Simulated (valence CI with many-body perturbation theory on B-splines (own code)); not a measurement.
## E1 line list for Er LXIII

Method: relativistic CI+MBPT: four valence electrons over a frozen Dirac-Fock core [He], radial functions for each j: 11 s, 11 p, 9 d, 7 f, 5 g, 2 h, 1 i, with the one-electron correlation potential Σ1 (screened to all orders), the two-electron term Σ2, the three-electron term Σ3, Breit, model QED; selected single and double excitations, second order for the rest (own B-spline code, finite nucleus).

The last digits are not significant, and no measured levels were compared; by estimate large intervals hold to a few tenths of a per cent, small ones and those within an open d or f shell to about a per cent. Among the levels kept, up to 270 cm⁻¹ of a level comes from second order outside the variational space, and about a tenth of that is noise between levels of different J, which matters for small intervals.

Lines 201 to 247 of 247 in falling wavelength, among levels below 10297 eV, chosen from the strongest by gf and those to the six lowest levels. Wavelengths and rates use the calculated energies. Electric multipoles are in the length gauge, E1 and E2 with the static RPA response of the core. Weak lines are less certain than strong ones. Lines between different terms over intervals too small for the method are left out, as are lines whose strength nearly cancels. The highest levels of a list are the least certain.

Levels are named by their leading jj configuration (3d3/2^4 stands for four electrons in 3d with j = 3/2), which in mixed levels can hold well under half, so a name can repeat and another be missing. Letters in brackets count levels of one name in rising energy.

```tsv
λ vac (Å)	Upper	Lower	A (s⁻¹)	log gf	Branch %
1.381	(2s 2p1/2 2p3/2 3d3/2) J=2 [d]	(2s 2p1/2^2 2p3/2) J=1	1.18e+15	0.23	87.3
1.381	(2s 2p1/2 2p3/2 3d3/2) J=1 [e]	(2s 2p1/2^2 2p3/2) J=1	8.00e+14	-0.16	53.0
1.381	(2s 2p1/2 2p3/2 3p1/2) J=1 [c]	(2s^2 2p1/2 2p3/2) J=1	3.40e+13	-1.54	15.7
1.380	(2s 2p1/2 2p3/2 3d3/2) J=0 [b]	(2s 2p1/2^2 2p3/2) J=1	1.30e+15	-0.43	77.7
1.380	(2s 2p1/2 2p3/2 3d3/2) J=2 [b]	(2s 2p1/2^2 2p3/2) J=2	9.27e+14	0.12	82.5
1.379	(2s 2p1/2 2p3/2 3d5/2) J=2 [b]	(2s 2p1/2^2 2p3/2) J=1	5.67e+13	-1.09	5.7
1.379	(2s 2p1/2 2p3/2 3d3/2) J=1 [b]	(2s 2p1/2^2 2p3/2) J=2	9.58e+14	-0.09	87.6
1.377	(2s^2 2p1/2 3d3/2) J=1	(2s^2 2p1/2^2) J=0	1.27e+15	0.04	86.9
1.376	(2s^2 2p3/2 3d3/2) J=2	(2s^2 2p1/2 2p3/2) J=2	4.72e+14	-0.17	45.4
1.375	(2s^2 2p3/2 3d3/2) J=3	(2s^2 2p1/2 2p3/2) J=2	9.72e+14	0.29	98.9
1.374	(2s^2 2p3/2 3d3/2) J=1	(2s^2 2p1/2 2p3/2) J=2	1.67e+14	-0.85	13.3
1.374	(2s 2p1/2 2p3/2 3d5/2) J=3 [a]	(2s 2p1/2^2 2p3/2) J=2	2.54e+13	-1.30	1.7
1.374	(2s 2p1/2 2p3/2 3d3/2) J=1 [c]	(2s 2p1/2^2 2p3/2) J=2	3.17e+12	-2.57	0.6
1.373	(2s^2 2p3/2 3d3/2) J=2	(2s^2 2p1/2 2p3/2) J=1	4.85e+14	-0.16	46.6
1.373	(2s 2p1/2 2p3/2 3d3/2) J=2 [c]	(2s 2p1/2^2 2p3/2) J=2	4.01e+12	-2.25	1.0
1.373	(2s 2p1/2 2p3/2 3d3/2) J=3 [c]	(2s 2p1/2^2 2p3/2) J=2	2.08e+13	-1.39	35.0
1.372	(2s^2 2p3/2 3d3/2) J=1	(2s^2 2p1/2 2p3/2) J=1	7.89e+14	-0.18	62.8
1.371	(2s^2 2p3/2 3d3/2) J=0	(2s^2 2p1/2 2p3/2) J=1	9.65e+14	-0.57	99.9
1.369	(2s 2p1/2 2p3/2 3d5/2) J=3 [b]	(2s 2p1/2^2 2p3/2) J=2	3.33e+12	-2.18	0.3
1.365	(2s^2 2p3/2 3d5/2) J=2	(2s^2 2p1/2 2p3/2) J=2	3.31e+12	-2.34	0.4
1.364	(2p1/2^2 2p3/2 3s) J=2	(2s^2 2p1/2 2p3/2) J=2	1.50e+13	-1.68	12.0
1.364	(2p1/2^2 2p3/2 3s) J=1	(2s^2 2p1/2 2p3/2) J=2	3.11e+13	-1.58	13.6
1.363	(2s 2p1/2 2p3/2 3p3/2) J=3 [a]	(2s^2 2p1/2 2p3/2) J=2	3.73e+13	-1.14	11.8
1.362	(2s^2 2p3/2 3d5/2) J=3	(2s^2 2p1/2 2p3/2) J=2	4.09e+12	-2.10	0.3
1.362	(2p1/2^2 2p3/2 3s) J=2	(2s^2 2p1/2 2p3/2) J=1	3.73e+13	-1.29	29.9
1.361	(2p1/2^2 2p3/2 3s) J=1	(2s^2 2p1/2 2p3/2) J=1	7.12e+13	-1.23	31.2
1.361	(2s 2p1/2 2p3/2 3p3/2) J=1 [a]	(2s^2 2p1/2 2p3/2) J=2	1.54e+13	-1.89	3.5
1.360	(2s^2 2p3/2 3d5/2) J=1	(2s^2 2p1/2 2p3/2) J=2	3.14e+12	-2.58	0.3
1.359	(2s 2p1/2 2p3/2 3p3/2) J=2 [a]	(2s^2 2p1/2 2p3/2) J=2	5.76e+13	-1.10	23.9
1.358	(2s 2p1/2 2p3/2 3p3/2) J=1 [a]	(2s^2 2p1/2 2p3/2) J=1	1.50e+14	-0.91	33.8
1.358	(2s^2 2p3/2 3d5/2) J=1	(2s^2 2p1/2 2p3/2) J=1	3.29e+13	-1.56	3.3
1.356	(2s 2p1/2 2p3/2 3p3/2) J=2 [a]	(2s^2 2p1/2 2p3/2) J=1	1.67e+14	-0.64	69.2
1.355	(2s 2p1/2 2p3/2 3p3/2) J=2 [b]	(2s^2 2p1/2 2p3/2) J=2	1.62e+14	-0.65	87.0
1.355	(2s 2p1/2 2p3/2 3p3/2) J=0 [a]	(2s^2 2p1/2 2p3/2) J=1	3.98e+14	-0.96	99.2
1.353	(2s 2p1/2 2p3/2 3p3/2) J=3 [b]	(2s^2 2p1/2 2p3/2) J=2	2.24e+14	-0.37	92.4
1.353	(2s 2p1/2^2 3p3/2) J=1	(2s^2 2p1/2^2) J=0	3.88e+14	-0.50	99.5
1.352	(2s 2p1/2 2p3/2 3p3/2) J=1 [b]	(2s^2 2p1/2 2p3/2) J=2	3.39e+14	-0.56	90.8
1.352	(2s 2p1/2 2p3/2 3p3/2) J=2 [b]	(2s^2 2p1/2 2p3/2) J=1	1.49e+13	-1.69	8.0
1.350	(2s 2p1/2 2p3/2 3p3/2) J=1 [b]	(2s^2 2p1/2 2p3/2) J=1	9.81e+12	-2.09	2.6
1.346	(2s 2p1/2 2p3/2 3p3/2) J=2 [c]	(2s^2 2p1/2 2p3/2) J=2	1.81e+13	-1.61	8.2
1.346	(2s 2p1/2 2p3/2 3p3/2) J=3 [c]	(2s^2 2p1/2 2p3/2) J=2	1.51e+14	-0.54	90.0
1.344	(2s 2p1/2 2p3/2 3p3/2) J=2 [d]	(2s^2 2p1/2 2p3/2) J=2	1.58e+14	-0.67	92.5
1.344	(2s 2p1/2 2p3/2 3p3/2) J=1 [c]	(2s^2 2p1/2 2p3/2) J=2	4.37e+13	-1.45	23.6
1.344	(2s 2p1/2 2p3/2 3p3/2) J=2 [c]	(2s^2 2p1/2 2p3/2) J=1	1.92e+14	-0.58	87.3
1.341	(2s 2p1/2 2p3/2 3p3/2) J=2 [d]	(2s^2 2p1/2 2p3/2) J=1	3.04e+12	-2.39	1.8
1.341	(2s 2p1/2 2p3/2 3p3/2) J=1 [c]	(2s^2 2p1/2 2p3/2) J=1	1.29e+14	-0.98	69.6
1.340	(2s 2p1/2 2p3/2 3p3/2) J=1 [d]	(2s^2 2p1/2 2p3/2) J=1	1.05e+13	-2.07	41.2
```

How does gf follow from A for the line at 1.365 Å?

gf = 1.4992 × (2J+1)_upper × A / σ², with σ = 73286522 cm⁻¹ and 2J+1 = 5: gf = 0.00462.
